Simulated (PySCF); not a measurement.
C4H9 (SMILES C[C+](C)C), charge +1, singlet, geometry from GFN2-xTB. Base run: DF-B3LYP/6-31G** run with PySCF.

The PySCF input:
```python
from pyscf import gto, scf, dft

mol = gto.Mole()
mol.atom = '''
    C    -0.39303445    1.37528354    0.22505520
    C    -0.00000000    0.00000000    0.00000000
    C     1.35975962   -0.41783344    0.27018461
    C    -0.96672517   -0.95745010   -0.49523981
    H     0.25720952    2.04590390   -0.34783633
    H    -0.18246562    1.65665671    1.26295861
    H    -1.43391399    1.58209568   -0.00908249
    H     1.79740100   -0.86304328   -0.63037733
    H     1.35772586   -1.25229047    0.98041762
    H     2.00243572    0.37766646    0.63783836
    H    -1.39509781   -0.59898984   -1.43797876
    H    -0.56852173   -1.95976214   -0.62875587
    H    -1.83477295   -0.98823703    0.17281619
'''
mol.basis = '6-31g**'
mol.charge = 1
mol.verbose = 4
mol.build()

mf = dft.RKS(mol)
mf.xc = 'b3lyp'
mf = mf.density_fit(auxbasis='def2-universal-jkfit')
mf.kernel()
```

The base run was repeated with changes; each row names its change, and settings that it needs were set with it.

```tsv
change	ΔE vs base (µEh)	SCF cycles
base	0.0	8
init_guess = 1e	0.0	12
conv_tol = 1e-11	0.0	9
init_guess = vsap	0.0	9
init_guess = sap	0.0	9
solver = newton; init_guess = 1e	0.0	-
conv_tol_grad = 1e-3	0.0	8
diis_space = 2	0.0	16
diis = off; damp = 0.6 (with mf.diis_start_cycle = 200; with mf.max_cycle = 150)	0.0	18
DIIS = ADIIS	0.0	10
damp = 0.5; diis_start_cycle = 5	0.0	9
level_shift = 1.0 (with mf.max_cycle = 100)	0.0	24
conv_tol = 1e-6	0.0	6
```
